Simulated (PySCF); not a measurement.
**Potential energy of SrBi along the bond**

Set-up: PySCF, scalar-relativistic core potentials, basis sets Sr def2-SVP with ECP28, Bi def2-SVP with ECP60. Energies in eV from Sr + Bi in their ground configurations at the same level. State: ⁴Σ⁻ (quartet), unpaired electrons σ ↑, π ↑↑.

All columns are LC-ωPBE. A positive dipole means Sr(−)Bi(+).

```json
{"R (Å)": "2.884", "E (eV)": "-0.431", "μ (D)": "-3.51", "Mulliken charge on Sr (basis-dependent)": "0.28", "HOMO (eV)": "-5.39", "LUMO (eV)": "-0.48", "Mayer bond order": "1.13", "⟨S²⟩": "3.76"}
{"R (Å)": "3.019", "E (eV)": "-0.703", "μ (D)": "-3.64", "Mulliken charge on Sr (basis-dependent)": "0.32", "HOMO (eV)": "-5.46", "LUMO (eV)": "-0.53", "Mayer bond order": "1.08", "⟨S²⟩": "3.76"}
{"R (Å)": "3.153", "E (eV)": "-0.840", "μ (D)": "-3.84", "Mulliken charge on Sr (basis-dependent)": "0.34", "HOMO (eV)": "-5.53", "LUMO (eV)": "-0.58", "Mayer bond order": "1.03", "⟨S²⟩": "3.76"}
{"R (Å)": "3.253", "E (eV)": "-0.881", "μ (D)": "-4.02", "Mulliken charge on Sr (basis-dependent)": "0.35", "HOMO (eV)": "-5.58", "LUMO (eV)": "-0.62", "Mayer bond order": "1.00", "⟨S²⟩": "3.76"}
{"R (Å)": "3.354", "E (eV)": "-0.882", "μ (D)": "-4.21", "Mulliken charge on Sr (basis-dependent)": "0.36", "HOMO (eV)": "-5.63", "LUMO (eV)": "-0.66", "Mayer bond order": "0.97", "⟨S²⟩": "3.76"}
{"R (Å)": "3.455", "E (eV)": "-0.854", "μ (D)": "-4.38", "Mulliken charge on Sr (basis-dependent)": "0.36", "HOMO (eV)": "-5.68", "LUMO (eV)": "-0.70", "Mayer bond order": "0.94", "⟨S²⟩": "3.77"}
{"R (Å)": "3.589", "E (eV)": "-0.786", "μ (D)": "-4.58", "Mulliken charge on Sr (basis-dependent)": "0.35", "HOMO (eV)": "-5.74", "LUMO (eV)": "-0.75", "Mayer bond order": "0.91", "⟨S²⟩": "3.78"}
{"R (Å)": "3.756", "E (eV)": "-0.670", "μ (D)": "-4.70", "Mulliken charge on Sr (basis-dependent)": "0.33", "HOMO (eV)": "-5.81", "LUMO (eV)": "-0.79", "Mayer bond order": "0.86", "⟨S²⟩": "3.79"}
{"R (Å)": "3.958", "E (eV)": "-0.519", "μ (D)": "-4.53", "Mulliken charge on Sr (basis-dependent)": "0.27", "HOMO (eV)": "-5.88", "LUMO (eV)": "-0.82", "Mayer bond order": "0.77", "⟨S²⟩": "3.82"}
{"R (Å)": "4.226", "E (eV)": "-0.338", "μ (D)": "-3.69", "Mulliken charge on Sr (basis-dependent)": "0.18", "HOMO (eV)": "-5.89", "LUMO (eV)": "-0.80", "Mayer bond order": "0.59", "⟨S²⟩": "3.87"}
```

A fit through these points gives, at Re = 3.306 Å, μ = -4.12 D and dμ/dR = -1.84 D/Å; the reduced mass is 61.88 u.

Q: How strong is the fundamental in the double-harmonic approximation, I = 42.26·(dμ/dR)²/μred km/mol?

A: I = 42.26·(-1.84)²/61.88 = 2.31 km/mol at LC-ωPBE.

⟨S²⟩ of the unrestricted solution departs from its pure value on part of the curve, where spin states mix. Spin–orbit coupling is left out, which matters for elements this heavy, above all for dissociation energies. The state was picked by a PBE0 search and need not be the measured ground state.
